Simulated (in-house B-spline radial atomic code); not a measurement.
# Two electrons outside the [Kr] 4d10 core: I VI (I5+)

Computed with an all-electron radial atomic-structure program (B-spline basis): configuration interaction (CI) of the two valence electrons in the field of the frozen Dirac-Fock core, alone and with many-body perturbation theory for the core (screened one- and two-electron correlation potentials), Breit and QED terms; no-pair Dirac Hamiltonian, finite nucleus. Labels give the configuration (outer n counted up each series) and the leading LS term, or the jj pair where no LS term holds 70 %.

Command:
```bash
python run_mb.py task.json out
```
Settings (nuclear radius in fm, box in bohr, cutoff in hartree):
```
basis_form          3
Z                   53
core_configuration  [Kr] 4d10
rms_radius          4.75
mass_number         127
speed_of_light      137.036
box_radius          12.857
lmax                6
intervals           63
virtual_cutoff      5618.0
```

Cost of the run: 58 s on 1 thread of AMD EPYC 9R45 96-Core Processor, with other jobs on the host.

Excitation energies (eV):

```
         level  purity of the LS term  CI alone  CI + MBPT + Breit + QED  Landé g of the LS mixture
       5s2 1S0                    1.0         0                        0                          -
     5s5p 3P°0                    1.0    9.9146                    10.59                          -
     5s5p 3P°1                  0.972    10.372                   11.038                       1.49
     5s5p 3P°2                    1.0    11.589                    12.33                       1.50
     5s5p 1P°1                  0.972    15.955                    15.82                       1.01
       5p2 3P0                  0.916    24.342                   24.802                          -
       5p2 3P1                  0.999    25.292                   25.839                       1.50
5p2 (1/2,3/2)2             0.655 (1D)    25.068                   25.946                       1.17
5p2 (3/2,3/2)2             0.654 (3P)    26.728                   27.505                       1.33
       5p2 1S0                  0.916    30.038                   30.451                          -
      5s5d 3D1                    1.0    30.346                   31.247                       0.50
      5s5d 3D2                  0.997         ?                        ?                          ?
      5s5d 3D3                    1.0    30.574                    31.49                       1.33
      5s5d 1D2                  0.994    33.098                   33.519                       1.00
     4f5s 3F°2                    1.0    34.044                     33.9                       0.67
     4f5s 3F°3                    1.0    34.051                   33.907                       1.08
     4f5s 3F°4                    1.0    34.057                   33.917                       1.25
     4f5s 1F°3                    1.0     34.57                   34.615                       1.00
      5s6s 3S1                    1.0         ?                        ?                          ?
      5s6s 1S0                    1.0    36.467                   37.652                          -
```

(1) Where does 5s6s 3S1 lie?

(2) Where does 5s5d 3D2 lie?

(3) What is the first ionisation energy?

Some electric-dipole lines (reduced elements in atomic units, length form; vacuum wavelengths from the computed energies):

```
         upper      lower  D bare (size)  D with core polarisation (size)  λ (nm)  A (s⁻¹)
     5s5p 3P°1    5s2 1S0           0.38                            0.325  112.32    5e+07
     5s5p 1P°1    5s2 1S0           2.36                             2.05  78.373  5.9e+09
       5p2 3P0  5s5p 3P°1           1.43                             1.23  90.081  4.2e+09
       5p2 3P1  5s5p 3P°0           1.45                             1.25  81.302    2e+09
       5p2 3P1  5s5p 3P°1           1.23                             1.06  83.766  1.3e+09
5p2 (1/2,3/2)2  5s5p 3P°1           1.22                             1.05  83.168  7.7e+08
5p2 (3/2,3/2)2  5s5p 3P°1           1.13                            0.978  75.291  9.1e+08
       5p2 1S0  5s5p 3P°1          0.169                            0.148  63.865  1.7e+08
      5s5d 3D1  5s5p 3P°0           1.57                             1.41  60.018  6.2e+09
      5s5d 3D1  5s5p 3P°1           1.36                             1.23   61.35  4.4e+09
```

Weak lines are less accurate than strong ones.

Answers

(1) 35.595 eV in CI alone and 36.831 eV with all corrections; g = 2.00.

(2) 30.433 eV in CI alone and 31.338 eV with all corrections; g = 1.17.

(3) 74.508 eV to the 5s1/2 state of the next ion (72.971 eV from CI alone). NIST lists 74.4 ± 0.4 eV (semi-empirical).
